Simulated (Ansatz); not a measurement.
Cost and result for the atomization energy of C₃H₆AlNO, SMILES `CO[C]1=N[CH2][AlH]1` (12 atoms, 12 bonds).

```xyz
12

C     1.471   -1.340    1.066
O     0.406   -0.482    1.465
C    -0.232    0.148    0.485
N     0.070    0.014   -0.756
C    -0.829    0.847   -1.593
Al   -1.675    1.402    0.094
H     1.874   -1.764    1.983
H     2.239   -0.776    0.532
H     1.103   -2.129    0.406
H    -0.252    1.567   -2.179
H    -1.380    0.225   -2.302
H    -2.796    2.289    0.799
```

The species carries charge 0 and has multiplicity 1. Geometry: relaxed with PBE0-D4/def2-TZVP. Program: Ansatz. All runs use 4 threads of an Arm Neoverse V2 on a shared host. Times are those of one run each, without the atoms' runs, and a repeat can differ threefold. Electronic energies, without spin–orbit coupling; frozen cores. CCSD(T)/CBS adds CCSD(T) − MP2 in def2-TZVPP to the MP2 limit, and its time is that of the two runs behind it. T1 = 0.014. B3LYP takes the VWN-RPA correlation (the form of Gaussian; ORCA's B3LYP/G).

CCSD(T)/CBS is a level of theory with its own doubt, some kJ/mol a heavy atom from the limit and from the frozen cores, so smaller differences don't rank the functionals.

```csv
level,functions,wall time,atomization (kcal/mol),difference from CCSD(T)/CBS,per bond
PBE-D4/def2-TZVPP (with forces),281,3.2 s,1129.4,39.4,3.3
PBE0-D4/def2-TZVPP,281,3.6 s,1099.3,9.3,0.8
B2PLYP/def2-TZVPP,281,5.5 s,1080.8,-9.2,-0.8
r2SCAN-D4/def2-TZVPP (with forces),281,6 s,1096.2,6.2,0.5
B3LYP-D4/def2-TZVPP (with forces),281,6 s,1092.6,2.6,0.2
ωB97X-V/def2-TZVPP,281,9 s,1096.7,6.7,0.6
ωB97M-V/def2-TZVPP (with forces),281,13 s,1096.9,6.9,0.6
MP2/def2-QZVPP,535,28 s,1103.2,13.2,1.1
CCSD(T)/def2-TZVPP,281,3.7 min,1058.4,-31.6,-2.6
CCSD(T)/CBS(def2),–,4.2 min,1090.0,0.0,0.0
```

The D4 term adds +9.3 kcal/mol with B3LYP and +4.9 kcal/mol with PBE0; it sums over pairs of atoms, weighted by their polarisabilities, and B3LYP, whose exchange is more repulsive, gets the larger term. From PBE to PBE0 (25 % exact exchange), in def2-TZVPP and without D4, the atomization energy moves by −29.2 kcal/mol: exact exchange takes away binding that semilocal exchange gives to molecules. In def2-TZVPP, CCSD(T) changes the Hartree–Fock value by +308.1 kcal/mol (the triples alone add +22.1 kcal/mol) and MP2 by +334.1 kcal/mol; breaking electron pairs costs correlation energy, which Hartree–Fock lacks.
